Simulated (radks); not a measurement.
Values are calculated unless marked as measured or tabulated.
All-electron atom: Ho in [Xe] 4f11 6s2.

Code: a radial shooting solver on a logarithmic mesh with Libxc functionals. Model: scalar-relativistic Kohn-Sham, LDA (Slater exchange, VWN5 correlation), spin-polarised, spherical densities, point nucleus; open shells are filled with parallel spins first.

Energy parts (eV):
part                      energy
total                 -343090.87
kinetic                370998.53
electron-nucleus      -841054.89
Hartree                134101.89
exchange-correlation    -7136.41

Orbitals (lengths in bohr, moments of r in powers of bohr; <r^-3> diverges for s and p1/2):
\begin{tabular}{lrrrrr}
orbital & occ. & eigenvalue (eV) & <r^4> & <r^-3> & <1/r> \\ \hline
1s up & 1 & -55450.28 & 9.271e-07 & - & 76.01 \\
1s down & 1 & -55450.28 & 9.271e-07 & - & 76.01 \\
2s up & 1 & -9275.933 & 0.0001449 & - & 17.68 \\
2s down & 1 & -9275.877 & 0.0001449 & - & 17.68 \\
2p up & 3 & -8220.838 & 0.0001096 & 13540 & 16.38 \\
2p down & 3 & -8220.798 & 0.0001096 & 13540 & 16.38 \\
3s up & 1 & -2071.669 & 0.005519 & - & 6.508 \\
3s down & 1 & -2070.407 & 0.005512 & - & 6.511 \\
3p up & 3 & -1749.285 & 0.005813 & 2896 & 6.092 \\
3p down & 3 & -1748.030 & 0.005803 & 2899 & 6.095 \\
3d up & 5 & -1339.358 & 0.004575 & 386.3 & 5.779 \\
3d down & 5 & -1338.379 & 0.004564 & 386.7 & 5.782 \\
4s up & 1 & -409.6743 & 0.1348 & - & 2.751 \\
4s down & 1 & -407.0742 & 0.1350 & - & 2.751 \\
4p up & 3 & -303.5139 & 0.1782 & 654.5 & 2.520 \\
4p down & 3 & -300.9547 & 0.1786 & 653.8 & 2.519 \\
4d up & 5 & -160.1225 & 0.2795 & 73.12 & 2.223 \\
4d down & 5 & -157.6260 & 0.2814 & 72.96 & 2.221 \\
4f up & 7 & -4.3323 & 3.699 & 9.889 & 1.611 \\
4f down & 4 & -2.1957 & 6.150 & 9.593 & 1.580 \\
5s up & 1 & -51.1115 & 5.011 & - & 1.043 \\
5s down & 1 & -49.8863 & 5.158 & - & 1.036 \\
5p up & 3 & -26.4301 & 11.05 & 82.50 & 0.8630 \\
5p down & 3 & -25.5418 & 11.57 & 80.18 & 0.8535 \\
5d up & 0 & -1.3008 & 542.0 & 2.117 & 0.4102 \\
5d down & 0 & -1.1177 & 679.9 & 1.864 & 0.3905 \\
6s up & 1 & -3.9812 & 530.7 & - & 0.3149 \\
6s down & 1 & -3.8997 & 553.6 & - & 0.3114 \\
6p up & 0 & -1.2091 & 2536 & 3.949 & 0.2158 \\
6p down & 0 & -1.1814 & 2641 & 3.859 & 0.2135 \\
7s up & 0 & -0.0788 & 168400 & - & 0.09138 \\
7s down & 0 & -0.0728 & 188900 & - & 0.08972 \\
\end{tabular}

The highest occupied level is 4f down at -2.196 eV. Summed over all electrons, <r^2> = 75.51 bohr^2, which gives a Langevin (diamagnetic) susceptibility term of -59.8 x 10^-6 cm^3/mol. Spin moment in Bohr magnetons: 3. The density falls to 0.001 e/bohr^3 at r = 5.10 bohr.
